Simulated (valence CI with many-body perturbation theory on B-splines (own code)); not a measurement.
E1 transitions of Ho LII

Level of theory: relativistic CI+MBPT: six valence electrons over a frozen Dirac-Fock core [Ne], radial functions for each j: 9 s, 9 p, 8 d, 6 f, 3 g, 1 h, with the one-electron correlation potential Σ1, the two-electron term Σ2, the three-electron term Σ3, Breit, model QED; selected CI, second order for the rest, scaled by the run's own slope (own B-spline code, finite nucleus).

The last digits are not significant, and no measured levels were compared; by estimate large intervals hold to a few tenths of a per cent, small ones and those within an open d or f shell to about a per cent. Among the levels kept, up to 1100 cm⁻¹ of a level comes from second order outside the variational space, and about a tenth of that is noise between levels of different J, which matters for small intervals.

Lines 51 to 100 of 163 in falling wavelength, among levels below 4116.6 × 10³ cm⁻¹, chosen from the strongest by gf and those to the six lowest levels. Wavelengths and rates use the calculated energies. Electric multipoles are in the length gauge with retardation, E1 and E2 with the static RPA response of the core. Weak lines are less certain than strong ones. Lines between different terms over intervals too small for the method are left out, as are lines whose strength nearly cancels. The highest levels of a list are the least certain.

Levels are named by their leading jj configuration (3d3/2^4 stands for four electrons in 3d with j = 3/2), which in mixed levels can hold well under half, so a name can repeat and another be missing. Letters in brackets count levels of one name in rising energy.

```tsv
λ vac (Å)	Upper	Lower	A (s⁻¹)	S (a.u.) with core polarisation	S without
238.0	(3s^2 3p1/2^2 3d3/2 3d5/2) J=1	(3s^2 3p1/2 3p3/2^2 3d3/2) J=2 [b]	1.90e+05	3.79e-06	3.86e-06
234.3	(3s^2 3p3/2^4) J=0	(3s 3p1/2^2 3p3/2^3) J=1	3.33e+07	2.11e-04	2.15e-04
214.7	(3s^2 3p1/2^2 3d3/2 3d5/2) J=3	(3s^2 3p1/2 3p3/2^2 3d3/2) J=3 [a]	4.45e+06	1.52e-04	1.55e-04
200.1	(3s^2 3p1/2 3p3/2^2 3d5/2) J=1 [b]	(3s^2 3p3/2^4) J=0	6.92e+06	8.20e-05	8.34e-05
192.5	(3s^2 3p1/2^2 3d3/2 3d5/2) J=4	(3s^2 3p1/2 3p3/2^2 3d3/2) J=4	1.43e+07	4.53e-04	4.61e-04
191.3	(3s^2 3p1/2^2 3d3/2 3d5/2) J=3	(3s^2 3p1/2 3p3/2^2 3d3/2) J=2 [a]	1.80e+06	4.35e-05	4.42e-05
190.4	(3s^2 3p1/2 3p3/2^2 3d5/2) J=1 [b]	(3s^2 3p1/2^2 3d3/2^2) J=0	1.88e+05	1.92e-06	1.96e-06
183.6	(3s^2 3p1/2^2 3d3/2 3d5/2) J=2	(3s^2 3p1/2 3p3/2^2 3d3/2) J=3 [a]	4.02e+05	6.13e-06	6.25e-06
180.3	(3s^2 3p1/2^2 3p3/2 3d5/2) J=1	(3s^2 3p1/2 3p3/2^3) J=2	1.15e+07	1.00e-04	1.02e-04
171.6	(3s^2 3p1/2^2 3d3/2 3d5/2) J=4	(3s^2 3p1/2 3p3/2^2 3d3/2) J=3 [a]	1.75e+06	3.92e-05	4.00e-05
170.3	(3s^2 3p1/2^2 3d3/2 3d5/2) J=2	(3s^2 3p1/2 3p3/2^2 3d3/2) J=1 [a]	6.30e+06	7.68e-05	7.81e-05
166.2	(3s^2 3p1/2^2 3d3/2 3d5/2) J=2	(3s^2 3p1/2 3p3/2^2 3d3/2) J=2 [a]	1.20e+07	1.36e-04	1.39e-04
162.5	(3s^2 3p1/2^2 3d3/2 3d5/2) J=1	(3s^2 3p1/2 3p3/2^2 3d3/2) J=1 [a]	2.69e+07	1.71e-04	1.74e-04
160.9	(3s^2 3p1/2^2 3d3/2 3d5/2) J=1	(3s^2 3p1/2 3p3/2^2 3d3/2) J=0	1.62e+07	1.00e-04	1.02e-04
160.1	(3s^2 3p1/2^2 3p3/2 3d5/2) J=1	(3s^2 3p1/2 3p3/2^3) J=1	4.82e+05	2.93e-06	2.99e-06
158.8	(3s^2 3p1/2^2 3d3/2 3d5/2) J=1	(3s^2 3p1/2 3p3/2^2 3d3/2) J=2 [a]	3.94e+06	2.34e-05	2.38e-05
151.9	(3s^2 3p1/2 3p3/2^2 3d5/2) J=2 [b]	(3s^2 3p1/2^2 3d3/2^2) J=2	6.90e+05	5.96e-06	6.06e-06
139.3	(3s^2 3p1/2 3p3/2^2 3d5/2) J=3 [c]	(3s^2 3p1/2^2 3d3/2^2) J=2	5.02e+06	4.69e-05	4.77e-05
129.5	(3s^2 3p1/2^2 3d3/2 3d5/2) J=2	(3s 3p1/2^2 3p3/2^3) J=1	2.90e+06	1.55e-05	1.58e-05
124.9	(3s^2 3p1/2^2 3d3/2 3d5/2) J=1	(3s 3p1/2^2 3p3/2^3) J=1	5.96e+05	1.72e-06	1.75e-06
118.5	(3s^2 3p1/2^2 3d3/2 3d5/2) J=3	(3s 3p1/2^2 3p3/2^3) J=2	3.92e+05	2.25e-06	2.32e-06
108.4	(3s^2 3p1/2^2 3d3/2 3d5/2) J=2	(3s 3p1/2^2 3p3/2^3) J=2	6.54e+05	2.05e-06	2.10e-06
105.2	(3s^2 3p1/2^2 3d3/2 3d5/2) J=1	(3s 3p1/2^2 3p3/2^3) J=2	3.49e+07	6.01e-05	6.11e-05
96.19	(3s^2 3p1/2^2 3d3/2^2) J=2	(3s^2 3p1/2^2 3p3/2 3d5/2) J=1	4.74e+05	1.04e-06	1.04e-06
89.63	(3s^2 3p1/2^2 3d3/2^2) J=2	(3s^2 3p1/2^2 3p3/2 3d5/2) J=3	1.80e+08	3.19e-04	3.24e-04
83.06	(3s^2 3p1/2^2 3d3/2^2) J=0	(3s^2 3p1/2^2 3p3/2 3d5/2) J=1	3.60e+07	1.02e-05	1.03e-05
82.89	(3s 3p1/2^2 3p3/2^3) J=2	(3s^2 3p1/2 3p3/2^3) J=2	8.67e+09	1.22e-02	1.24e-02
81.35	(3s^2 3p3/2^4) J=0	(3s^2 3p1/2^2 3p3/2 3d5/2) J=1	4.62e+06	1.23e-06	1.25e-06
79.28	(3s^2 3p1/2^2 3d3/2^2) J=2	(3s^2 3p1/2^2 3p3/2 3d5/2) J=2	1.22e+08	1.50e-04	1.52e-04
78.34	(3s 3p1/2^2 3p3/2^3) J=2	(3s^2 3p1/2 3p3/2^3) J=1	1.21e+10	1.43e-02	1.46e-02
73.69	(3s 3p1/2^2 3p3/2^3) J=1	(3s^2 3p1/2 3p3/2^3) J=2	2.38e+10	1.41e-02	1.43e-02
70.08	(3s 3p1/2^2 3p3/2^3) J=1	(3s^2 3p1/2 3p3/2^3) J=1	6.98e+09	3.56e-03	3.62e-03
65.46	(3s^2 3p1/2 3p3/2^2 3d3/2) J=2 [a]	(3s^2 3p1/2 3p3/2^3) J=2	1.28e+09	8.83e-04	8.96e-04
64.84	(3s^2 3p1/2 3p3/2^2 3d3/2) J=1 [a]	(3s^2 3p1/2 3p3/2^3) J=2	1.13e+10	4.57e-03	4.64e-03
63.62	(3s^2 3p1/2^2 3d3/2 3d5/2) J=3	(3s^2 3p1/2^2 3p3/2 3d5/2) J=3	3.35e+09	2.98e-03	3.02e-03
63.50	(3s^2 3p1/2^2 3d3/2 3d5/2) J=2	(3s^2 3p1/2^2 3p3/2 3d5/2) J=1	6.26e+09	3.95e-03	4.01e-03
63.28	(3s^2 3p1/2^2 3p3/2 3d3/2) J=1	(3s^2 3p1/2^2 3p3/2^2) J=0	3.24e+09	1.22e-03	1.23e-03
63.11	(3s^2 3p1/2 3p3/2^2 3d3/2) J=3 [a]	(3s^2 3p1/2 3p3/2^3) J=2	1.14e+09	9.90e-04	1.01e-03
62.59	(3s^2 3p1/2 3p3/2^2 3d3/2) J=2 [a]	(3s^2 3p1/2 3p3/2^3) J=1	1.94e+08	1.17e-04	1.19e-04
62.39	(3s^2 3p1/2^2 3d3/2 3d5/2) J=1	(3s^2 3p1/2^2 3p3/2 3d5/2) J=1	1.50e+09	5.38e-04	5.46e-04
62.27	(3s^2 3p1/2 3p3/2^2 3d3/2) J=0	(3s^2 3p1/2 3p3/2^3) J=1	8.33e+09	9.93e-04	1.01e-03
62.03	(3s^2 3p1/2 3p3/2^2 3d3/2) J=1 [a]	(3s^2 3p1/2 3p3/2^3) J=1	2.78e+08	9.82e-05	9.92e-05
60.58	(3s^2 3p1/2^2 3d3/2 3d5/2) J=2	(3s^2 3p1/2^2 3p3/2 3d5/2) J=3	2.79e+09	1.53e-03	1.55e-03
60.11	(3s^2 3p1/2^2 3p3/2 3d3/2) J=2	(3s^2 3p1/2^2 3p3/2^2) J=2	6.03e+09	3.23e-03	3.28e-03
59.91	(3s^2 3p1/2^2 3d3/2^2) J=2	(3s^2 3p1/2^2 3p3/2 3d3/2) J=3	5.25e+09	2.79e-03	2.83e-03
59.69	(3s^2 3p1/2^2 3d3/2^2) J=2	(3s^2 3p1/2^2 3p3/2 3d3/2) J=1	7.80e+09	4.09e-03	4.15e-03
59.21	(3s^2 3p1/2^2 3d3/2 3d5/2) J=4	(3s^2 3p1/2^2 3p3/2 3d5/2) J=3	3.81e+09	3.52e-03	3.57e-03
58.22	(3s^2 3p1/2^2 3d3/2 3d5/2) J=3	(3s^2 3p1/2^2 3p3/2 3d5/2) J=2	5.86e+09	4.00e-03	4.05e-03
58.15	(3s^2 3p1/2^2 3p3/2 3d3/2) J=1	(3s^2 3p1/2^2 3p3/2^2) J=2	9.78e+09	2.85e-03	2.89e-03
57.94	(3s^2 3p1/2^2 3p3/2 3d3/2) J=3	(3s^2 3p1/2^2 3p3/2^2) J=2	5.51e+08	3.70e-04	3.76e-04
```
